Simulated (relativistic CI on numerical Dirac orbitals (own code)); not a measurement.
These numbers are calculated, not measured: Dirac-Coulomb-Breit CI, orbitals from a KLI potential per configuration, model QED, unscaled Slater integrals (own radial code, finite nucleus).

The strongest absorption lines from the ground level of an ion, among the configurations computed and to levels below about 449 eV (vacuum wavelength in Å, gf): 37.221 (0.15), 37.289 (0.75), 45.054 (0.12), 45.822 (0.21), 47.378 (0.42), 47.914 (0.24), 49.415 (1), 51.218 (0.16).

(1) Which ion is it?
A. La38+
B. La36+
C. Sb30+
D. Nd39+

Answers

(1) B. La36+ has 21 electrons and the ground level 3s²3p⁶3d³ ⁴F3/2; the strongest line goes to 3s²3p⁵3d⁴ ⁴G°5/2. The pattern of lines fixes the number of electrons, and along that sequence the line energies rise steadily with the charge (about as its square where n changes within one kind of shell, about linearly where n is kept but much faster in heavy ions where fine structure, which grows about as Z⁴, sets the gap, and irregularly where shells cross), which fixes Z. Configurations outside the model, such as inner-shell arrays, can give stronger lines. At this charge energies of transitions that change n are usually good to better than 1 %, and those within a shell (Δn = 0) to a few per cent. Terms inside the open d or f shell come out 10 to 20 % too wide with unscaled integrals.

LS names give the leading component of a level, which can be under half, so a name can repeat, a term be missing and a line seem to break the LS rules.
